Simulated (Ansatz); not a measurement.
This geometry of CH4S2Si (8 atoms, charge 0, multiplicity 1) is a first-order saddle point.

Method: RHF/cc-pVDZ (Ansatz).

```xyz
8
Properties=species:S:1:pos:R:3
Si -0.770 1.563 0.651
C -0.166 0.159 -0.119
S 0.158 -1.421 0.623
S 0.742 -2.600 -0.981
H -0.968 2.799 -0.124
H -1.101 1.626 2.085
H 0.048 0.207 -1.180
H 2.057 -2.333 -0.954
```

**Question.** Which two structures does it join? (They come from a converged band through this point; their orientation in space is the band's.)

**Answer.** No bond is made or broken. The dihedral H7–C2–S3–S4 goes from -73 to 65°.

First end point:

```xyz
8
Properties=species:S:1:pos:R:3
Si -0.993 1.342 0.537
C 0.291 0.457 -0.163
S 1.059 -0.893 0.687
S 0.509 -2.590 -0.412
H -1.533 2.563 -0.091
H -1.596 0.981 1.831
H 0.727 0.742 -1.114
H 1.536 -2.602 -1.275
```

Last end point:

```xyz
8
Properties=species:S:1:pos:R:3
Si -0.863 1.296 0.457
C -0.428 0.040 -0.618
S -0.248 -1.636 -0.078
S 1.742 -2.102 -0.523
H -1.177 2.656 -0.020
H -1.012 1.085 1.907
H -0.331 0.214 -1.684
H 2.318 -1.553 0.558
```

**Question.** How far does it lie above each of them?

**Answer.** 14.5 kJ/mol above the first and 14.6 kJ/mol above the second. This is the barrier of this one path; another mechanism may lie lower.

Run time: 2.3 min on 1 CPU thread of a shared host.
